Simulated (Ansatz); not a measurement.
`O[SiH]([SiH3])[SeH]`, charge 0, multiplicity 1.

**Question.** Give a relaxed structure at PBE0-D4/def2-TZVP (Ansatz). (Estimate.)

**Answer.** Computed: 
Cartesian coordinates in Å:
```
O 0.927 -1.071 1.612
Si 0.348 0.284 0.874
Si -1.325 -0.172 -0.698
Se 1.957 1.493 -0.211
H 1.474 -1.661 1.091
H -0.108 1.155 1.982
H -0.702 -0.862 -1.862
H -1.935 1.100 -1.167
H -2.389 -1.051 -0.140
H 1.752 0.786 -1.482
```
This is one stationary point; other conformers may exist.
